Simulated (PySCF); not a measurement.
(H2B-mu-PH2)3.
Z-matrix (Å and degrees, PBE0-D3(BJ)/def2-SVP geometry), rows numbered from 1:
```
B 
H   1  1.2186
H   1  1.2148  2  114.63
P   1  1.9426  2  105.67  3   123.02
B   4  1.9424  1  118.05  2    61.83
H   5  1.2150  4  111.26  1   173.03
H   5  1.2184  4  105.78  1   -61.85
P   5  1.9430  4  107.65  1    50.77
B   8  1.9430  5  117.86  4   -51.07
H   9  1.2149  8  111.35  5   173.53
H   9  1.2184  8  105.69  5   -61.28
P   1  1.9427  2  105.61  3  -123.04
H   4  1.4199  1  110.24  2  -170.18
H   4  1.4148  1  108.58  2   -62.28
H   8  1.4149  5  108.62  4  -175.07
H   8  1.4198  5  110.35  4    76.84
H  12  1.4198  1  110.35  2   170.41
H  12  1.4149  1  108.59  2    62.45
```

The closed-shell ground state was solved at several levels (PySCF, density fitting, gas phase, non-relativistic).

```tsv
level	basis functions	HOMO (eV)	LUMO (eV)	gap (eV)	dipole (D)
CAM-B3LYP/def2-SVPD	228	-9.36	0.23	9.59	2.42
PBE0/pcSseg-1	183	-8.11	-0.57	7.54	2.38
```

Estimate the row for KT2/pcSseg-1, a basis of 183 functions; the other rows only guide the guess.

HOMO -6.99 eV, LUMO -1.46 eV, gap 5.53 eV, dipole 2.24 D.

Over all these levels, which gives the widest orbital gap and which the narrowest?

CAM-B3LYP/def2-SVPD (range-separated hybrid) has the widest, 9.59 eV, and KT2/pcSseg-1 (GGA) the narrowest, 5.53 eV. Functional and basis both differ between the two, so the spread mixes both effects.

How far do the dipole and the HOMO energy spread over the levels?

The dipole runs from 2.24 to 2.42 D (mean 2.35 D) and the HOMO from -9.36 to -6.99 eV.

One conformer stands for the species.
